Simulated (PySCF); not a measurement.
Vertical excitations of a molecule C₃H₉NSi from TDA-B3LYP/def2-SVPD (PySCF 2.14.0), as energy in eV (oscillator strength): 4.47 (0.003), 6.41 (0.016), 6.70 (0.090), 6.83 (0.001), 7.02 (0.003), 7.06 (0.005), 7.15 (0.294), 7.60 (0.132), 7.75 (0.009), 7.80 (0.044). Lowest triplet (TDA): 3.60 eV. The structure is a stationary point at r2SCAN-D4/def2-SVP. The values are those of a single conformer.

Pick the molecule that these values belong to.
A. C/N=C/[SiH2]C
B. C[SiH]1CNC1
C. C[C@H]1NC[SiH2]1
D. N[SiH]1CCC1

A, C/N=C/[SiH2]C
